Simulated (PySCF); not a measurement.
Be(Me) (CH3Be), SMILES [Be+][CH3], charge +1. Atoms are numbered in the order given.

```xyz
5

Be     0.0000     0.0000    -1.2295
C      0.0000     0.0000     0.4258
H      0.9020    -0.5208     0.7877
H     -0.9020    -0.5208     0.7877
H      0.0000     1.0415     0.7877
```
Charge +1, spin multiplicity 1.

Coordinates come from a PBE-D3(BJ)/def2-TZVPD optimisation. The multiplicity is an assumed one; other spin states were not compared. The isomer is the one that the SMILES or the coordinates give; other isomers of the formula were not compared.

Vertical ionisation energy (IE) and electron affinity (EA) in eV. Rows of orbital energies are one-electron estimates. Where ΔSCF, EOM or ADC give a negative EA the extra electron is unbound and the value depends on the basis.

```
level                                             IE    EA
---------------------------------------------  -----  ----
−ε(HOMO), −ε(LUMO), r2SCAN/def2-TZVPD (PySCF)  14.29  9.88
−ε(HOMO), −ε(LUMO), M06-2X/def2-TZVPD (PySCF)  16.56  9.28
```
